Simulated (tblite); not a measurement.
Species: C6H13OP.
Atom-mapped SMILES: `[CH3:1][C@@H:2]1[CH2:3][CH2:4][P@@H:5](=[O:6])[C@@H:7]1[CH3:8]` (hydrogens: H9, H10, H11 on C1; H12 on C2; H13, H14 on C3; H15, H16 on C4; H17 on P5; H18 on C7; H19, H20, H21 on C8)

Cartesian coordinates in Å at the GFN2-xTB level; atoms count from 1:
```xyz
21
C6H13OP angstrom
C     -1.010   -1.929   -0.145
C     -0.742   -0.495    0.292
C     -1.086    0.527   -0.797
C     -0.733    1.901   -0.239
P      0.763    1.614    0.792
O      0.760    2.234    2.119
C      0.713   -0.233    0.723
C      1.778   -0.784   -0.215
H     -0.724   -2.627    0.639
H     -0.456   -2.172   -1.048
H     -2.070   -2.064   -0.352
H     -1.373   -0.269    1.162
H     -2.142    0.467   -1.066
H     -0.500    0.317   -1.693
H     -1.509    2.267    0.438
H     -0.572    2.650   -1.014
H      1.853    1.983    0.000
H      0.881   -0.617    1.734
H      1.619   -0.440   -1.234
H      2.760   -0.442    0.110
H      1.778   -1.872   -0.207
```

Computed values, GFN2-xTB/tblite, gas phase, harmonic and unscaled. Errors from tens to a few hundred cm⁻¹ against measured bands are possible. Modes of hydrogen on phosphorus can be 10 to 20 % off. One conformer, not necessarily the lowest.

Harmonic wavenumbers (cm⁻¹): 44.2, 177.0, 197.3, 216.0, 239.3, 261.1, 287.2, 340.6, 366.2, 412.1, 493.0, 549.8, 703.6, 739.4, 749.2, 818.0, 872.0, 916.6, 935.5, 961.2, 1004.8, 1012.1, 1035.2, 1048.4, 1051.4, 1108.5, 1137.7, 1162.1, 1192.8, 1206.6, 1232.4, 1282.4, 1287.7, 1300.5, 1321.0, 1343.4, 1404.5, 1412.8, 1433.3, 1485.7, 1490.3, 1497.3, 1504.3, 1513.1, 2248.3, 2906.6, 2929.3, 2952.7, 2978.3, 2985.8, 2992.7, 3012.6, 3028.9, 3033.1, 3036.8, 3040.0, 3047.4.

A = 2643, B = 1384, C = 1131 MHz; mass 132.070 u (most abundant isotopes); point group C1, symmetry number 1.

Question: What is the zero-point energy?

Answer: ½Σν̃ = 39470 cm⁻¹ = 472.17 kJ/mol.

Question: Give the ideal-gas entropy at 350 K and 1 bar in the rigid-rotor, harmonic-oscillator model (classical rotation).

Answer: Translation 173.09, rotation 122.26, vibration 119.46: S = 414.8 J/(mol K).

Question: And Cp and H(350 K) − H(0)?

Answer: Cp = 179.35 J/(mol K), of which vibrations give 146.09 (their classical limit is 57 R = 473.9); H(350 K) − H(0) = 35.23 kJ/mol without the zero-point energy, 23.59 from vibrations.

Question: What must be added to the electronic energy to get the Gibbs energy at 350 K and 1 bar?

Answer: ZPE + [H(350 K) − H(0)] − T·S = 472.17 + 35.23 − 145.18 = 362.22 kJ/mol.

Question: Blend soft modes into free rotors: weight 1/[1 + (100 cm⁻¹/ν̃)⁴] for the oscillator and the rest for a rotor with moment μB/(μ + B), μ = h/(8π²ν), B = 10⁻⁴⁴ kg m². What vibrational entropy results?

Answer: 113.14 J/(mol K) in place of 119.46, which changes −T·S at 350 K by +2.21 kJ/mol.

Hindered rotation and anharmonicity are outside this model. Other conformers, if any are populated, would add a mixing term that is left out. The structure is chiral; the term R ln 2 for an equal mix with its mirror image is left out.

On an Arm Neoverse N1 with one thread, shared host with 64 logical CPUs at a one-minute load of 60, this took 1.3 s wall. The figure is for the frequency step alone.
